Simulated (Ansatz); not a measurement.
Cl$_{3}$Si, doublet, geometry from GFN2-xTB, atoms displaced at random by about 0.1 Å a coordinate; PBE0/3-21G (Ansatz, a quantum-chemistry and plane-wave program).

Here is a job for Ansatz.
Ansatz 0.2 input:
```yaml
crystal:
  periodic: [false, false, false]
  atoms:
    - {symbol: Si, position_ang: [0.42864428, 0.28694067, 0.28155355]}
    - {symbol: Cl, position_ang: [-0.74556738, -1.10853708, 1.60866312]}
    - {symbol: Cl, position_ang: [1.46535105, -1.00250184, -0.78586526]}
    - {symbol: Cl, position_ang: [-0.85621732, 1.52150416, -0.96683148]}
basis:
  gaussian:
    orbitals: 3-21G.json
hamiltonian:
  xc: pbe0
magnetization: {spin_polarized: true, initial_magnetization: 1}
relax: {}
```
The basis file holds 3-21G in the JSON format of the Basis Set Exchange.

### Question
Predict the main parts of the log of this Ansatz run.

### Answer

```
Functional definition: PBE0
637 factors; integrals over basis functions are off by at most 6.5e-5 eV
mean field evaluation 1: about -45207.0763 eV, gradient 1.5e1 eV
mean field evaluation 2: about -45205.4437 eV, gradient 2.2e1 eV
mean field evaluation 4: about -45208.7638 eV, gradient 8.5e-1 eV
mean field evaluation 8: about -45208.7754 eV, gradient 2.3e-2 eV
mean field -45208.77541880 eV, -1661.3918530324 hartree, gradient 4.5e-5 eV, S^2 0.752639; 0 other end points of the search recorded, 0 dependent functions left out
the calculation of the forces begins
reference -45208.77543999 eV, -1661.3918538108 hartree; 33, 32 occupied and 19, 20 virtual orbitals, 637 factors
relax step   1: F+E_penalty+E_count = -45208.77541880 eV  Δ(F+E_penalty+E_count) = +0.000e0 eV  max|allowed force component| = 2.662e0 eV/Å  Δτ_max = 0.0000 Å  (25 SCF iters, accepted)
these checks for a lower state are left out or cut short: starts, cluster_reference, orbital_swaps, neighbouring_geometries, increment
637 factors; integrals over basis functions are off by at most 7.2e-5 eV
mean field evaluation 16: about -45209.1966 eV, gradient 3.8e-1 eV
mean field -45209.20625387 eV, -1661.4076859291 hartree, gradient 2.3e-5 eV, S^2 0.753000; 0 other end points of the search recorded, 0 dependent functions left out
the calculation of the forces begins
reference -45209.20627528 eV, -1661.4076867158 hartree; 33, 32 occupied and 19, 20 virtual orbitals, 637 factors
relax step   2: F+E_penalty+E_count = -45209.20625387 eV  Δ(F+E_penalty+E_count) = -4.308e-1 eV  max|allowed force component| = 4.372e-1 eV/Å  Δτ_max = 0.1986 Å  (30 SCF iters, accepted)
these checks for a lower state are left out or cut short: starts, cluster_reference, orbital_swaps, neighbouring_geometries, increment
637 factors; integrals over basis functions are off by at most 7.9e-5 eV
mean field -45209.21768175 eV, -1661.4081058961 hartree, gradient 2.6e-5 eV, S^2 0.752824; 0 other end points of the search recorded, 0 dependent functions left out
the calculation of the forces begins
reference -45209.21770320 eV, -1661.4081066841 hartree; 33, 32 occupied and 19, 20 virtual orbitals, 637 factors
relax step   3: F+E_penalty+E_count = -45209.21768175 eV  Δ(F+E_penalty+E_count) = -1.143e-2 eV  max|allowed force component| = 1.253e-1 eV/Å  Δτ_max = 0.0538 Å  (25 SCF iters, accepted)
these checks for a lower state are left out or cut short: starts, cluster_reference, orbital_swaps, neighbouring_geometries, increment
637 factors; integrals over basis functions are off by at most 7.8e-5 eV
mean field evaluation 32: about -45209.1981 eV, gradient 9.2e-2 eV
mean field -45209.19831112 eV, -1661.4073940384 hartree, gradient 1.0e-5 eV, S^2 0.752446; 0 other end points of the search recorded, 0 dependent functions left out
the calculation of the forces begins
reference -45209.19833243 eV, -1661.4073948216 hartree; 33, 32 occupied and 19, 20 virtual orbitals, 637 factors
relax step   4: F+E_penalty+E_count = -45209.19831112 eV  Δ(F+E_penalty+E_count) = +1.937e-2 eV  max|allowed force component| = 3.561e-1 eV/Å  Δτ_max = 0.0713 Å  (26 SCF iters, rejected (line search))
these checks for a lower state are left out or cut short: starts, cluster_reference, orbital_swaps, neighbouring_geometries, increment
637 factors; integrals over basis functions are off by at most 7.7e-5 eV
mean field -45209.22154524 eV, -1661.4082478764 hartree, gradient 9.9e-6 eV, S^2 0.752817; 0 other end points of the search recorded, 0 dependent functions left out
the calculation of the forces begins
reference -45209.22156664 eV, -1661.4082486631 hartree; 33, 32 occupied and 19, 20 virtual orbitals, 637 factors
relax step   5: F+E_penalty+E_count = -45209.22154524 eV  Δ(F+E_penalty+E_count) = -3.863e-3 eV  max|allowed force component| = 2.646e-2 eV/Å  Δτ_max = 0.0275 Å  (26 SCF iters, accepted)
these checks for a lower state are left out or cut short: starts, cluster_reference, orbital_swaps, neighbouring_geometries, increment
637 factors; integrals over basis functions are off by at most 7.7e-5 eV
mean field -45209.22158074 eV, -1661.4082491813 hartree, gradient 6.3e-5 eV, S^2 0.752819; 0 other end points of the search recorded, 0 dependent functions left out
the calculation of the forces begins
reference -45209.22160215 eV, -1661.4082499680 hartree; 33, 32 occupied and 19, 20 virtual orbitals, 637 factors
relax step   6: F+E_penalty+E_count = -45209.22158074 eV  Δ(F+E_penalty+E_count) = -3.551e-5 eV  max|allowed force component| = 6.313e-3 eV/Å  Δτ_max = 0.0016 Å  (19 SCF iters, accepted)
637 factors; integrals over basis functions are off by at most 7.7e-5 eV
mean field -45209.22158074 eV, -1661.4082491813 hartree, gradient 6.3e-5 eV, S^2 0.752819; 1 other end points of the search recorded, 0 dependent functions left out
the calculation of the forces begins
reference -45209.22160215 eV, -1661.4082499680 hartree; 33, 32 occupied and 19, 20 virtual orbitals, 637 factors
Total energy: -45209.22160215 eV, -1661.4082499680 hartree
Atom 0 at     0.399262     0.247079     0.343632 Å, force    -0.004316     0.006313     0.000846 eV/Å
Atom 1 at    -0.833539    -0.995773     1.621305 Å, force    -0.001031    -0.000953     0.001067 eV/Å
Atom 2 at     1.610189    -1.025609    -0.924919 Å, force     0.003875    -0.003969    -0.003692 eV/Å
Atom 3 at    -0.883701     1.471708    -0.902499 Å, force     0.001472    -0.001392     0.001778 eV/Å
Dipole moment:     0.203819     0.200950     0.192936 e Å
```
